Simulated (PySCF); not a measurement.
Numbering as in the mapped SMILES `[CH3:1][CH2:2][C:3](=[O:4])[SiH2:5][O:6][CH:7]([CH3:8])[CH3:9]`; H(Xn) means a hydrogen on atom n.

PySCF calculation with GIAO PBE0/pcSseg-1 shieldings and structure optimised with GFN2-xTB; one computed conformer, one averaged value for each set of equivalent atoms, gas phase, non-relativistic.

Referencing at the same level of theory: $^{13}$C vs TMS.

Do the $^{13}$C shifts follow the atomic charges (in e)? Tabulate both.

## Answers


| atoms | hybridisation | δ (ppm) | σ para (ppm) | Hirshfeld | IAO | Mulliken | ESP-fitted |
| --- | --- | --- | --- | --- | --- | --- | --- |
| C3 | sp2 | 249.9 | -322 | +0.08 | +0.13 | -0.03 | +0.40 |
| C7 | sp3 | 70.3 | -122 | +0.06 | +0.11 | -0.03 | +0.65 |
| C2 | sp3 | 49.4 | -114 | -0.08 | -0.30 | -0.28 | +0.14 |
| C8/C9 | sp3 | 26.6 | -88 | -0.12 | -0.43 | -0.23 | -0.66 |
| C1 | sp3 | 8.1 | -64 | -0.12 | -0.42 | -0.25 | -0.47 |

Correlation coefficients of δ with charge over these carbons: Hirshfeld +0.81, IAO +0.77, Mulliken +0.72, ESP-fitted +0.58; with the paramagnetic shielding -1.00. Among the 4 sp3 carbons alone: Hirshfeld +0.89, IAO +0.88, Mulliken +0.68, ESP-fitted +0.92. With so few points, grouped by hybridisation, these coefficients are fragile. Charge is one influence among several: hybridisation and low-lying excitations act through the paramagnetic term.

Shifts are as computed. Against solution values, carbons near 30 ppm lie about +3 ppm off and those near 130 ppm about +5 ppm. Of 1211 compounds with measured shifts, 218 miss one by over three times the rms of a fit or turn the order of signals round; such compounds aren't used in these exercises.
